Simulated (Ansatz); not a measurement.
Geometry optimisation, RKS PBE0-D4/def2-SVP in Ansatz.

Input:

```yaml
crystal:
  periodic: [false, false, false]
  atoms:
    - { symbol: Si, position_ang: [-0.058882, -0.144656, -0.079233] }
    - { symbol: H, position_ang: [-0.046255, -0.16965, 1.39406] }
    - { symbol: O, position_ang: [1.453423, -0.241359, -0.726882] }
    - { symbol: H, position_ang: [1.878426, -1.1016, -0.755583] }
    - { symbol: H, position_ang: [-0.76264, 1.023705, -0.640594] }
    - { symbol: F, position_ang: [-0.873895, -1.490286, -0.484985] }
    - { symbol: F, position_ang: [1.052606, 2.032347, 1.270611] }
    - { symbol: H, position_ang: [0.934616, 1.339599, 1.870405] }
basis:
  gaussian: { orbitals: def2-SVP }
hamiltonian:
  xc: pbe0
  dispersion: d4
relax:
  f_tol: 0.03
  max_steps: 50
```

Command:

```bash
$ ansatz run input.yaml --threads 1 --pin off --max-ram 2048MiB --backend cpu --events-out ev --progress --plain --runs-dir out
```

Question: Where does it end, and by what steps?

Answer: The forces met the threshold. After 25 steps the energy has fallen by 0.338 eV; H8 moved furthest, 1.24 Å.

| step | energy less start (eV) | largest force component (eV/Å) | accepted |
| --- | --- | --- | --- |
| 0 | 0.0000 | 0.482 | yes |
| 1 | -0.0149 | 0.510 | yes |
| 2 | 0.0096 | 1.420 | no |
| 3 | -0.0240 | 0.142 | yes |
| 4 | -0.0279 | 0.156 | yes |
| 5 | -0.0297 | 0.091 | yes |
| 6 | 0.0543 | 1.869 | no |
| 7 | -0.0358 | 0.106 | yes |
| 8 | -0.0320 | 0.691 | no |
| 9 | -0.0391 | 0.076 | yes |
| 10 | -0.0425 | 0.156 | yes |
| 11 | -0.0485 | 0.207 | yes |
| 12 | -0.0595 | 0.284 | yes |
| 13 | -0.0625 | 1.330 | yes |
| 14 | -0.1016 | 1.085 | yes |
| 15 | -0.1325 | 1.816 | yes |
| 16 | -0.2360 | 1.048 | yes |
| 17 | -0.2745 | 1.267 | yes |
| 18 | -0.2830 | 0.763 | yes |
| 19 | -0.3231 | 0.392 | yes |
| 20 | -0.3274 | 0.197 | yes |
| 21 | -0.3302 | 0.201 | yes |
| 22 | -0.3342 | 0.134 | yes |
| 23 | -0.3374 | 0.055 | yes |
| 24 | -0.3375 | 0.084 | yes |
| 25 | -0.3379 | 0.026 | yes |

```xyz
8
Properties=species:S:1:pos:R:3
Si -0.268 -0.225 -0.007
H -0.583 -0.661 1.374
O 1.380 -0.001 -0.222
H 1.949 -0.770 -0.105
H -0.918 1.024 -0.447
F -0.723 -1.436 -0.983
F 1.173 1.949 1.429
H 1.567 1.368 0.808
```

The run took 57 s on 1 thread of Arm Neoverse V2, on a shared host, peak memory 0.15 GiB.
